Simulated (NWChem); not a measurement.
SnH3I; SMILES [I][SnH3]

```xyz
5

Sn     0.0000     0.0000    -1.3204
I      0.0000     0.0000     1.3804
H      1.1548     1.1548    -1.8177
H      0.4227    -1.5775    -1.8177
H     -1.5775     0.4227    -1.8177
```
Atoms are numbered in this order, from 1.

Level: PBE0/def2-SVP with def2 effective core potentials on Sn, I (NWChem), optimised geometry, unscaled harmonic frequencies. def2 effective core potentials on Sn, I; no spin-orbit coupling.

| frequency (cm⁻¹) | IR intensity (km/mol) |
|---|---|
| 208 | 16.0 |
| 455 | 11.7 |
| 455 | 11.7 |
| 688 | 310.2 |
| 713 | 64.3 |
| 713 | 64.3 |
| 1950 | 70.1 |
| 1962 | 145.3 |
| 1962 | 145.3 |

| Quantity | Value |
|---|---|
| zero-point energy | 13.0 kcal/mol |
| thermal correction to the enthalpy at 298.15 K (with zero-point energy) | 16.3 kcal/mol |
| heat capacity Cv | 13.0 cal/(mol K) |
| entropy at 298.15 K and 1 atm (symmetry number 3) | 70.6 cal/(mol K) |

Rigid rotor and harmonic oscillator.
